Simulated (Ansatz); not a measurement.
Basis-set extrapolation for Cl2H6N2OSi2 (`N[SiH2]O[Si](N)(Cl)Cl`) (PBE0-D4/def2-TZVP geometry, frozen core, Ansatz). Multiplicity 1, RHF reference.

```
                       def2-TZVPP    def2-QZVPP
                 HF  -1684.557563  -1684.611530
    MP2 correlation     -1.271247     -1.380886
CCSD(T) correlation     -1.384946       not run
```

Energies in hartree. Use E(X) = E(∞) + A·exp(−7.88·√X) for Hartree–Fock and E(X) = E(∞) + B·X^(−2.97) for correlation, with X = 3 and 4, and add CCSD(T) minus MP2 of the smaller set to the MP2 limit.

Question: What is the CCSD(T) energy at the basis-set limit?

Answer: HF limit: -1684.611530 + (-0.053967) × 0.13774 = -1684.61896. MP2 limit: -1.380886 + (-0.109639) × 0.74074 = -1.46210. Higher-order term: -1.384946 − (-1.271247) = -0.11370. Total: -1686.19476 hartree, 158.3 kcal/mol below CCSD(T)/def2-TZVPP.
